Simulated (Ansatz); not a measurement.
Cost and result for the atomization energy of CH7BSSi (`B[SiH2]CS`) (11 atoms, 10 bonds).

```xyz
11

B     1.225    0.978    1.586
Si    0.524    0.617   -0.261
C    -0.768   -0.758   -0.316
S    -1.347   -1.013   -2.007
H     0.859    0.383    2.557
H     2.051    1.829    1.745
H    -0.073    1.871   -0.805
H     1.667    0.248   -1.148
H    -0.317   -1.673    0.077
H    -1.600   -0.477    0.335
H    -2.220   -2.005   -1.762
```

The species carries charge 0 and has multiplicity 1. The structure was optimised at the PBE0-D4/def2-TZVP level. It is one conformer, not always the lowest. Program: Ansatz. All runs use 2 threads of an Arm Neoverse V1 on a shared host. Times are those of one run each, without the atoms' runs, and a repeat can differ threefold. Electronic energies, without spin–orbit coupling; frozen cores. CCSD(T)/CBS adds CCSD(T) − MP2 in def2-TZVPP to the MP2 limit, and its time is that of the two runs behind it. T1 = 0.011. B3LYP takes the VWN-RPA correlation (the form of Gaussian; ORCA's B3LYP/G). HSE06 is the plane-wave form, built on full-range PBE exchange.

CCSD(T)/CBS is a level of theory with its own doubt, some kJ/mol a heavy atom from the limit and from the frozen cores, so smaller differences don't rank the functionals.

```tsv
level	functions	wall time	atomization (kJ/mol)	difference from CCSD(T)/CBS	per bond
revPBE-D4/def2-TZVPP	244	3.9 s	3505.7	-34.1	-3.4
CCSD(T)/def2-SVP	99	5.5 s	3334.0	-205.8	-20.6
BHLYP-D4/def2-TZVPP	244	6 s	3494.8	-45.0	-4.5
HSE06-D4/def2-TZVPP	244	6.5 s	3546.6	6.8	0.7
CAM-B3LYP-D4/def2-TZVPP	244	6.5 s	3557.3	17.5	1.8
B3LYP-D4/def2-TZVPP (with forces)	244	9 s	3549.7	9.9	1.0
r2SCANh-D4/def2-TZVPP	244	10 s	3546.8	7.0	0.7
B2PLYP/def2-TZVPP	244	10 s	3500.7	-39.1	-3.9
PBE-QIDH/def2-TZVPP	244	10 s	3524.2	-15.6	-1.6
ωB97M-V/def2-TZVPP (with forces)	244	22 s	3562.5	22.7	2.3
MP2/def2-QZVPP	464	37 s	3513.1	-26.7	-2.7
CCSD(T)/def2-TZVPP	244	10 min	3454.0	-85.8	-8.6
CCSD(T)/CBS(def2)	–	11 min	3539.8	0.0	0.0
```

From r2SCAN to r2SCAN0 (25 % exact exchange), in def2-TZVPP and without D4, the atomization energy moves by −29.3 kJ/mol: exact exchange takes away binding that semilocal exchange gives to molecules. At CCSD(T), def2-SVP lies −205.8 kJ/mol from the extrapolated value and def2-TZVPP −85.8 kJ/mol: correlation converges slowly with the basis, and small sets miss more of it in the bonded molecule than in its fragments. In def2-TZVPP, CCSD(T) changes the Hartree–Fock value by +768.0 kJ/mol (the triples alone add +38.9 kJ/mol) and MP2 by +776.4 kJ/mol; breaking electron pairs costs correlation energy, which Hartree–Fock lacks.
